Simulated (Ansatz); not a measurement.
Molecule: GaF, charge 0, multiplicity 3. This is an excited triplet: at this geometry the singlet lies 3.72 eV lower at CCSD(T)/CBS(aug-cc-pVTZ,aug-cc-pVQZ). 
Coordinates optimised at B3LYP-D3(BJ)/def2-TZVP (Ansatz, a program for electronic structure):
SMILES: [F][Ga]
```xyz
2

Ga     0.0000     0.0000    -0.4008
F      0.0000     0.0000     1.3806
```
Charge 0, spin multiplicity 3.

Basis-set convergence of Hartree-Fock and CCSD(T) correlation energies (hartree) with Ansatz. Valence correlation only, unless marked. Open shells are spin-unrestricted. No spin-orbit coupling. The frozen core is the preceding noble-gas configuration, with the filled d and f shells of earlier blocks. Non-relativistic.

| basis | functions | E(HF) | E(corr, CCSD(T)) |
|---|---|---|---|
| cc-pVDZ | 41 | -2022.60422 | -0.22495 |
| cc-pVTZ | 73 | -2022.71349 | -0.29834 |
| cc-pVQZ | 123 | -2022.72751 | -0.32497 |
| cc-pV5Z | 195 | -2022.73016 | -0.33488 |

Extrapolating the two largest sets (X = 4 and 5) as X^-3: E(corr) = (125·(-0.33488) - 64·(-0.32497))/61 = -0.3453 Eh, an estimate of the basis-set limit. The largest set recovers 97.0 % of it, the smallest 65.1 %.
